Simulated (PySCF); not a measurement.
**Identify the compound**

The spectra below were simulated for a compound C$_{8}$H$_{16}$BP.

¹H NMR (400 MHz, computed): δ 7.16 (m, 1H), 6.42 (m, 1H), 6.00 (m, 1H), 2.83 (m, 1H), 2.14 (m, 3H), 1.14 (br, 3H), 1.13 (d, 3H), 1.10 (d, 3H).

¹³C{¹H} NMR (computed): δ 163.1 (C), 148.1 (CH), 137.3 (C), 130.2 (CH), 33.3 (CH), 23.3 (CH3), 22.8 (CH3), 12.1 (CH3).

PySCF 2.14.0 with density-fitted response routines calculation with NMR shieldings at PBE/pcSseg-1/GIAO and geometry from PBE0-D3(BJ)/def2-SVP; averaged over atoms made equivalent by symmetry, fast rotation or ring inversion, isolated molecule, a single conformation, non-relativistic.

Referencing at the same level of theory: ¹H and ¹³C against TMS.

Question: Deduce the structure.

Answer: 
- 8 carbon signals for 8 carbons: no two carbons are equivalent.
- Carbon types of the structure: 2 × C, 3 × CH, 3 × CH3, leaving 4 H on heteroatoms.
- δC 163.1, 137.3: fully substituted alkene carbon; the olefinic region.
- δC 148.1, 130.2: alkene CH; an sp2 carbon of a C=C bond.
- δC 33.3: allylic sp3 CH; aliphatic region, no heteroatom directly attached.
- δC 23.3, 22.8: methyl carbon; a saturated carbon with 1 carbon neighbour and no heteroatom attached.
- δH 7.16, 6.42: hydrogen on an alkene CH; olefinic region.
- δH 2.83: hydrogen on an allylic sp3 CH; allylic position.
- δH 2.14: hydrogen on an allylic methyl carbon; allylic position.

Structure: `CC1=C(C(C)C)C=C[P@H+]1[BH3-]`.

This is the structure that produced the data.

Hydrogens on boron are broadened and split by ¹¹B (spin 3/2, 80 %) and 10B (spin 3). Splittings by ³¹P in the carbon and heteronuclear signals aren't shown, as no couplings were computed. Shifts are as computed. Against solution values, carbons near 30 ppm lie about +2 ppm off and those near 130 ppm about +2 ppm. Of 1313 compounds with measured shifts, 239 miss one by over three times the rms of a fit or turn the order of signals round; such compounds aren't used in these exercises. Multiplicities follow the n + 1 count of equivalent neighbours, as no J values were calculated; m marks all less simple cases, F and P coupling included.
